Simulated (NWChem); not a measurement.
# Correlation energy of I (-1)

SMILES: [I-]
```xyz
1

I      0.0000     0.0000     0.0000
```
Charge -1, spin multiplicity 1.

Everything below was run with NWChem.

Basis set: def2-SVPD. Each correlation energy counts from its own Hartree-Fock reference.

Effective core potentials replace the inner electrons of I; spin-orbit coupling is left out. The correlated methods keep 4 core orbitals frozen. Coupled-cluster values serve here as a point of comparison, not as the truth.

```json
[
 {"method": "CCSD+T(CCSD)", "correlation energy (mHa)": "-142.3"},
 {"method": "MP2", "correlation energy (mHa)": "[?]"},
 {"method": "CR-CCSD(T)", "correlation energy (mHa)": "-141.7"},
 {"method": "CR-CCSD[T]", "correlation energy (mHa)": "-141.8"},
 {"method": "CCSD(T)", "correlation energy (mHa)": "-142.2"},
 {"method": "CCSD", "correlation energy (mHa)": "[?]"},
 {"method": "SCS-MP2", "correlation energy (mHa)": "[?]"}
]
```

Some entries are withheld; supply them.


- MP2, correlation energy (mHa): -131.5
- CCSD, correlation energy (mHa): -138.9
- SCS-MP2, correlation energy (mHa): -122.5
